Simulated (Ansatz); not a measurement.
Reaction (formal exchange of groups at a Ti–O bond): `[OH][Ti]12345678([F])([C@H]9[C@@H]1[C@@H]2[C@@H]3[C@H]94)[C@H]1[C@@H]5[C@@H]6[C@@H]7[C@H]18` + CH₄ → `[CH3][Ti]12345678([F])([C@H]9[C@@H]1[C@@H]2[C@@H]3[C@H]94)[C@H]1[C@@H]5[C@@H]6[C@@H]7[C@H]18` + H₂O

Program: Ansatz. Geometries: PBE0-D4/def2-TZVP. ΔE: electronic, gas phase. CCSD(T)/CBS is the MP2 limit (def2-TZVPP, def2-QZVPP) plus CCSD(T) − MP2 in def2-TZVPP, frozen cores. This one scheme is used for every species. Functionals use def2-TZVPP. B3LYP here is the variant with VWN-RPA as its local correlation; programs differ in this. HSE06 is defined as in plane-wave codes. For Ti outer-core shells are correlated without core-valence functions, which leaves a few kJ/mol of doubt a bond. Scalar relativity is left out up to krypton. Each species was taken in one conformer, which may not be the lowest.

```csv
level,ΔE (kJ/mol),difference from CCSD(T)/CBS
B3LYP-D4,131.9,19.7
HSE06-D4,121.1,8.9
BHLYP-D4,126.6,14.4
revPBE,136.4,24.2
PBE0,125.1,12.9
B3LYP,138.3,26.1
r2SCANh,133.7,21.5
MP2/def2-SVP,122.4,10.2
HF/def2-QZVPP,133.0,20.8
SCS-MP2/def2-QZVPP,108.4,-3.8
CCSD(T)/CBS,112.2,0
```

Largest T1 diagnostic among the species: 0.019.

From PBE to PBE0 (25 % exact exchange), in def2-TZVPP and without D4, ΔE moves by −9.6 kJ/mol. In def2-TZVPP, CCSD(T) changes the Hartree–Fock value by −17.0 kJ/mol (the triples alone add +3.5 kJ/mol) and MP2 by −26.8 kJ/mol.

CCSD(T)/CBS has its own doubt, a few kJ/mol and more with outer-core shells, so smaller differences from it don't rank the levels.
